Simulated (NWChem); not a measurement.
Everything below was run with NWChem. System: HSe, charge 0, spin multiplicity 2, displaced from the optimised geometry. The structure started from a generated list of species. Its SCF solution wasn't tested for a lower state. Level: UPBE/def2-SVP.

Input file:

```
start mol
memory heap 200 mb stack 900 mb global 1100 mb
geometry units angstroms nocenter noautoz
  Se     0.000000     0.000000     0.042942
  H      0.000000     0.000000    -1.460020
  symmetry group C2v
end
basis spherical
  * library def2-svp
end
dft
  xc xpbe96 cpbe96
  odft
  mult 2
  iterations 100
  direct
end
task dft gradient
```

NWChem printed:

```
             Northwest Computational Chemistry Package (NWChem) 7.3.0
             --------------------------------------------------------

                                NWChem Input Module
                                -------------------

 Scaling coordinates for geometry "geometry" by  1.889725989
 (inverse scale =  0.529177249)

 Turning off AUTOSYM since
 SYMMETRY directive was detected!

                             Geometry "geometry" -> ""
                             -------------------------

 Output coordinates in angstroms (scale by  1.889725989 to convert to a.u.)

  No.       Tag          Charge          X              Y              Z
 ---- ---------------- ---------- -------------- -------------- --------------
    1 Se                  34.0000     0.00000000     0.00000000     0.04294200
    2 H                    1.0000     0.00000000     0.00000000    -1.46002000

 Effective nuclear repulsion energy (a.u.)      11.9710454862

            Nuclear Dipole moment (a.u.)
            ----------------------------
        X                 Y               Z
 ---------------- ---------------- ----------------
     0.0000000000     0.0000000000     0.0000151178

      Symmetry information
      --------------------

 Group name             C2v
 Group number             16
 Group order               4
 No. of unique centers     2

      Symmetry unique atoms

     1    2


 Summary of "ao basis" -> "" (spherical)
 ------------------------------------------------------------------------------
       Tag                 Description            Shells   Functions and Types
 ---------------- ------------------------------  ------  ---------------------
 *                          def2-svp                  on all atoms

  pbe96 is a nonlocal functional; adding pw91lda local functional.

                                 NWChem DFT Module
                                 -----------------

 Summary of "ao basis" -> "ao basis" (spherical)
 ------------------------------------------------------------------------------
       Tag                 Description            Shells   Functions and Types
 ---------------- ------------------------------  ------  ---------------------
 Se                         def2-svp                12       32   5s4p3d
 H                          def2-svp                 3        5   2s1p

 Summary of "ao basis" -> "ao basis" (spherical)
 ------------------------------------------------------------------------------
       Tag                 Description            Shells   Functions and Types
 ---------------- ------------------------------  ------  ---------------------
 Se                         def2-svp                12       32   5s4p3d
 H                          def2-svp                 3        5   2s1p

      Symmetry analysis of basis
      --------------------------

        a1         18
        a2          3
        b1          8
        b2          8

            General Information
            -------------------
          SCF calculation type: DFT
          Wavefunction type:  spin polarized.
          No. of atoms     :     2
          No. of electrons :    35
           Alpha electrons :    18
            Beta electrons :    17
          Charge           :     0
          Spin multiplicity:     2
          Use of symmetry is: on ; symmetry adaption is: on
          Maximum number of iterations: 100
          This is a Direct SCF calculation.
          AO basis - number of functions:    37
                     number of shells:    15
          Convergence on energy requested:  1.00D-06
          Convergence on density requested:  1.00D-05
          Convergence on gradient requested:  5.00D-04

              XC Information
              --------------
          PerdewBurkeErnzerhof Exchange Functional  1.000
            Perdew 1991 LDA Correlation Functional  1.000 local
           PerdewBurkeErnz. Correlation Functional  1.000 non-local

             Grid Information
             ----------------
          Grid used for XC integration:  medium
          Radial quadrature: Mura-Knowles
          Angular quadrature: Lebedev.
          Tag              B.-S. Rad. Rad. Pts. Rad. Cut. Ang. Pts.
          ---              ---------- --------- --------- ---------
          Se                  1.15      112           7.0       590
          H                   0.35       45           7.0       434
          Grid pruning is: on
          Number of quadrature shells:   157
          Spatial weights used:  Erf1

          Convergence Information
          -----------------------
          Convergence aids based upon iterative change in
          total energy or number of iterations.
          Levelshifting, if invoked, occurs when the
          HOMO/LUMO gap drops below (HL_TOL):  1.00D-02
          DIIS, if invoked, will attempt to extrapolate
          using up to (NFOCK): 10 stored Fock matrices.

                    Damping( 0%)  Levelshifting(0.5)       DIIS
                  --------------- ------------------- ---------------
          dE  on:    start            ASAP                start
          dE off:    2 iters        100 iters           100 iters

      Screening Tolerance Information
      -------------------------------
          Density screening/tol_rho:  1.00D-10
          AO Gaussian exp screening on grid/accAOfunc:  14
          CD Gaussian exp screening on grid/accCDfunc:  20
          XC Gaussian exp screening on grid/accXCfunc:  20
          Schwarz screening/accCoul:  1.00D-08

      Superposition of Atomic Density Guess
      -------------------------------------
[...]
    17      0.278861  1 Se pz                30      0.273269  1 Se d  0
    20     -0.091208  1 Se d  0               2      0.077780  1 Se s
    32     -0.052396  1 Se d  2              11     -0.034093  1 Se pz

 Vector   21  Occ=0.000000D+00  E= 3.082429D-01  Symmetry=a1
              MO Center= -4.4D-14,  5.1D-14, -7.3D-01, r^2= 3.8D+00
   Bfn.  Coefficient  Atom+Function         Bfn.  Coefficient  Atom+Function
  ----- ------------  ---------------      ----- ------------  ---------------
     5      1.688690  1 Se s                 34     -1.535684  2 H  s
     4     -1.093393  1 Se s                 33      0.638697  2 H  s
    30      0.424674  1 Se d  0              14     -0.389330  1 Se pz
     3      0.284529  1 Se s                 11      0.131318  1 Se pz
    20     -0.105662  1 Se d  0              32     -0.063680  1 Se d  2

                     DFT Final Beta Molecular Orbital Analysis
                     -----------------------------------------

 Vector   15  Occ=1.000000D+00  E=-6.105377D-01  Symmetry=a1
              MO Center=  1.8D-18, -3.2D-15, -2.6D-01, r^2= 1.1D+00
   Bfn.  Coefficient  Atom+Function         Bfn.  Coefficient  Atom+Function
  ----- ------------  ---------------      ----- ------------  ---------------
     4      0.826566  1 Se s                  3     -0.571531  1 Se s
     5      0.233333  1 Se s                 33      0.190197  2 H  s
     2      0.121124  1 Se s                 14     -0.075493  1 Se pz
    11      0.049698  1 Se pz                 1     -0.043217  1 Se s
    34      0.033163  2 H  s                 17     -0.028408  1 Se pz

 Vector   16  Occ=1.000000D+00  E=-3.391714D-01  Symmetry=a1
              MO Center=  3.3D-15, -2.0D-13, -3.1D-01, r^2= 1.9D+00
   Bfn.  Coefficient  Atom+Function         Bfn.  Coefficient  Atom+Function
  ----- ------------  ---------------      ----- ------------  ---------------
    14      0.396658  1 Se pz                33     -0.391323  2 H  s
     4      0.307954  1 Se s                 17      0.296531  1 Se pz
    11     -0.254050  1 Se pz                 5      0.230357  1 Se s
     3     -0.211637  1 Se s                 34     -0.208096  2 H  s
     8      0.082905  1 Se pz                 2      0.043054  1 Se s

 Vector   17  Occ=1.000000D+00  E=-2.029436D-01  Symmetry=b2
              MO Center= -3.1D-16, -4.0D-13,  1.6D-02, r^2= 1.7D+00
   Bfn.  Coefficient  Atom+Function         Bfn.  Coefficient  Atom+Function
  ----- ------------  ---------------      ----- ------------  ---------------
    16      0.626758  1 Se py                13      0.516230  1 Se py
    10     -0.328984  1 Se py                 7      0.106858  1 Se py

 Vector   18  Occ=0.000000D+00  E=-1.979771D-01  Symmetry=b1
              MO Center=  8.6D-16,  8.9D-16,  1.9D-02, r^2= 1.7D+00
   Bfn.  Coefficient  Atom+Function         Bfn.  Coefficient  Atom+Function
  ----- ------------  ---------------      ----- ------------  ---------------
    15      0.622181  1 Se px                12      0.521363  1 Se px
     9     -0.330824  1 Se px                 6      0.107446  1 Se px

 Vector   19  Occ=0.000000D+00  E=-1.272263D-02  Symmetry=a1
              MO Center=  8.7D-15,  1.6D-14, -7.8D-01, r^2= 2.9D+00
   Bfn.  Coefficient  Atom+Function         Bfn.  Coefficient  Atom+Function
  ----- ------------  ---------------      ----- ------------  ---------------
    34      1.224880  2 H  s                 17      0.939984  1 Se pz
     5     -0.525427  1 Se s                  4     -0.346301  1 Se s
    14      0.344930  1 Se pz                33      0.337339  2 H  s
    11     -0.219236  1 Se pz                 3      0.192293  1 Se s
    30      0.079272  1 Se d  0               8      0.070754  1 Se pz

 Vector   20  Occ=0.000000D+00  E= 2.324730D-01  Symmetry=a1
              MO Center=  5.6D-14,  7.1D-13, -2.2D-01, r^2= 3.0D+00
   Bfn.  Coefficient  Atom+Function         Bfn.  Coefficient  Atom+Function
  ----- ------------  ---------------      ----- ------------  ---------------
     5     -1.780205  1 Se s                  4      1.716860  1 Se s
     3     -0.438200  1 Se s                 33      0.425953  2 H  s
    30      0.278609  1 Se d  0              17      0.272951  1 Se pz
    20     -0.095121  1 Se d  0               2      0.074122  1 Se s
    34     -0.052991  2 H  s                 11     -0.039281  1 Se pz

   alpha - beta orbital overlaps
   -----------------------------

   alpha      1      2      3      4      5      6      7      8      9     10
    beta      1      2      4      3      5      6      7      8      9     10
 overlap   1.000  1.000  1.000  1.000  1.000  1.000  1.000  1.000  1.000  0.989

   alpha     11     12     13     14     15     16     17     18     19     20
    beta     11     12     13     14     15     16     18     17     19     20
 overlap   1.000  1.000  1.000  0.989  0.999  0.999  1.000  1.000  0.999  0.997

   alpha     21     22     23     24     25     26     27     28     29     30
    beta     21     23     22     24     25     26     27     28     29     30
 overlap   0.997  1.000  1.000  1.000  0.994  1.000  1.000  1.000  0.999  1.000

   alpha     31     32     33     34     35     36     37
    beta     31     32     34     33     35     36     37
 overlap   1.000  1.000  0.997  1.000  1.000  1.000  0.997

     --------------------------
     Expectation value of S2:
     --------------------------
      <S2> =      0.7520 (Exact =     0.7500)

 center of mass
 --------------
 x =   0.00000000 y =   0.00000000 z =   0.04533541

 moments of inertia (a.u.)
 ------------------
           8.027268003605           0.000000000000           0.000000000000
           0.000000000000           8.027268003605           0.000000000000
           0.000000000000           0.000000000000           0.000000000000

     Multipole analysis of the density
     ---------------------------------

     L   x y z        total         alpha         beta         nuclear
     -   - - -        -----         -----         ----         -------
     0   0 0 0     -0.000000    -18.000000    -17.000000     35.000000

     1   1 0 0     -0.000000     -0.000000     -0.000000      0.000000
     1   0 1 0     -0.000000      0.000000     -0.000000      0.000000
     1   0 0 1     -0.253109     -0.158208     -0.094916      0.000015

     2   2 0 0    -13.212541     -8.428735     -4.783806      0.000000
     2   1 1 0     -0.000000      0.000000     -0.000000      0.000000
     2   1 0 1     -0.000000     -0.000000     -0.000000      0.000000
     2   0 2 0    -15.594565     -8.361789     -7.232776      0.000000
     2   0 1 1     -0.000000     -0.000000     -0.000000      0.000000
     2   0 0 2    -12.627577    -10.723652     -9.740108      7.836183

            General Information
            -------------------
          SCF calculation type: DFT
          Wavefunction type:  spin polarized.
          No. of atoms     :     2
          No. of electrons :    35
           Alpha electrons :    18
            Beta electrons :    17
          Charge           :     0
          Spin multiplicity:     2
          Use of symmetry is: on ; symmetry adaption is: on
          Maximum number of iterations: 100
          This is a Direct SCF calculation.
          AO basis - number of functions:    37
                     number of shells:    15
          Convergence on energy requested:  1.00D-06
          Convergence on density requested:  1.00D-05
          Convergence on gradient requested:  5.00D-04

              XC Information
              --------------
          PerdewBurkeErnzerhof Exchange Functional  1.000
            Perdew 1991 LDA Correlation Functional  1.000 local
           PerdewBurkeErnz. Correlation Functional  1.000 non-local

             Grid Information
             ----------------
          Grid used for XC integration:  medium
          Radial quadrature: Mura-Knowles
          Angular quadrature: Lebedev.
          Tag              B.-S. Rad. Rad. Pts. Rad. Cut. Ang. Pts.
          ---              ---------- --------- --------- ---------
          Se                  1.15      112           7.0       590
          H                   0.35       45           7.0       434
          Grid pruning is: on
          Number of quadrature shells:   157
          Spatial weights used:  Erf1

          Convergence Information
          -----------------------
          Convergence aids based upon iterative change in
          total energy or number of iterations.
          Levelshifting, if invoked, occurs when the
          HOMO/LUMO gap drops below (HL_TOL):  1.00D-02
          DIIS, if invoked, will attempt to extrapolate
          using up to (NFOCK): 10 stored Fock matrices.

                    Damping( 0%)  Levelshifting(0.5)       DIIS
                  --------------- ------------------- ---------------
          dE  on:    start            ASAP                start
          dE off:    2 iters        100 iters           100 iters

      Screening Tolerance Information
      -------------------------------
          Density screening/tol_rho:  1.00D-10
          AO Gaussian exp screening on grid/accAOfunc:  14
          CD Gaussian exp screening on grid/accCDfunc:  20
          XC Gaussian exp screening on grid/accXCfunc:  20
          Schwarz screening/accCoul:  1.00D-08

                            NWChem DFT Gradient Module
                            --------------------------

  charge          =   0.00
  wavefunction    = open shell

  Using symmetry

                         DFT ENERGY GRADIENTS

    atom               coordinates                        gradient
                 x          y          z           x          y          z
   1 Se      0.000000   0.000000   0.081149    0.000000   0.000000   0.005398
   2 H       0.000000   0.000000  -2.759038    0.000000   0.000000  -0.005398

                 ----------------------------------------
                 |  Time  |  1-e(secs)   |  2-e(secs)   |
                 ----------------------------------------
                 |  CPU   |       0.00   |       0.33   |
                 ----------------------------------------
                 |  WALL  |       0.00   |       0.33   |
                 ----------------------------------------

 Task  times  cpu:        3.1s     wall:        3.1s

 Total times  cpu:        3.2s     wall:        3.2s
```
